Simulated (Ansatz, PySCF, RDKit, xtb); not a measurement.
Dimer: CH4 (SMILES C) (first 5 atoms) with CH6Si (SMILES C[SiH3]); geometry from B3LYP-D3(BJ)/def2-TZVP, rigid monomers moved along the line of their centres of mass till C1···Si7 is 3.51 Å.
(charge 0, multiplicity 1):
| atom | x (Å) | y (Å) | z (Å) |
|---|---|---|---|
| C | -0.0819 | 0.0014 | -0.3131 |
| H | -1.0374 | -0.0953 | 0.2006 |
| H | 0.3018 | 1.0128 | -0.1849 |
| H | 0.6276 | -0.7111 | 0.1046 |
| H | -0.2193 | -0.2010 | -1.3743 |
| C | -0.1906 | 1.2639 | 3.0257 |
| Si | 0.1518 | -0.5763 | 3.1448 |
| H | -0.3132 | 1.5693 | 1.9857 |
| H | 0.6310 | 1.8407 | 3.4541 |
| H | -1.1029 | 1.5241 | 3.5655 |
| H | -0.9639 | -1.3570 | 2.5574 |
| H | 0.3087 | -0.9846 | 4.5626 |
| H | 1.3976 | -0.9268 | 2.4208 |

Monomers are frozen at their geometry in the pair; levels with a basis set take the counterpoise correction.

Correlated levels freeze the cores.

Programs: Ansatz (a first-principles code); PySCF for the dispersion terms; RDKit for the force fields; xtb for the GFN methods. Values without a source in brackets are computed.

### Question
One of these levels gives -31.8 meV for the interaction energy. Which?
A. MMFF94
B. r2SCAN-D3(BJ)/def2-TZVPPD
C. GFN1-xTB
D. MP2/aug-cc-pV(D+d)Z

### Answer
C, GFN1-xTB. The others give 113.1 (MMFF94), -8.8 (r2SCAN-D3(BJ)/def2-TZVPPD), 11.8 (MP2/aug-cc-pV(D+d)Z)
